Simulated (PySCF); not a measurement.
System: C₃H₂F₃, charge 0, multiplicity 2. It need not be the lowest isomer of its formula. SMILES: F/C=C/[C](F)F
Structure (B3LYP-D3(BJ)/def2-TZVP (Ansatz) minimum search):
```
C
C 1 1.3620
F 2 1.3216 1 124.24
F 2 1.3237 3 111.49 1 -180.00
C 1 1.3783 2 124.65 3 -180.00
F 5 1.3448 1 118.73 2 -180.00
H 5 1.0786 6 114.11 1 -180.00
H 1 1.0818 2 116.57 3 0.00
```
Charge 0, spin multiplicity 2.

Dispersion corrections to the total energy (kcal/mol) from the dftd3 and dftd4 libraries through PySCF: D3(BJ) without and D4 with the three-body term, each with the damping fitted for the functional named.

```
functional  D3(BJ)      D4
----------  ------  ------
CAM-B3LYP    -2.16   -2.43
PBE          -2.98   -2.96
revPBE       -7.88  -10.64
r2SCAN       -0.79     ___
B2GP-PLYP    -1.66   -1.21
TPSSh          ___   -3.63
BHLYP          ___   -3.21
```

Task: Fill in the missing entries.

Result: 
- r2SCAN, D4: -0.74
- TPSSh, D3(BJ): -3.35
- BHLYP, D3(BJ): -3.88
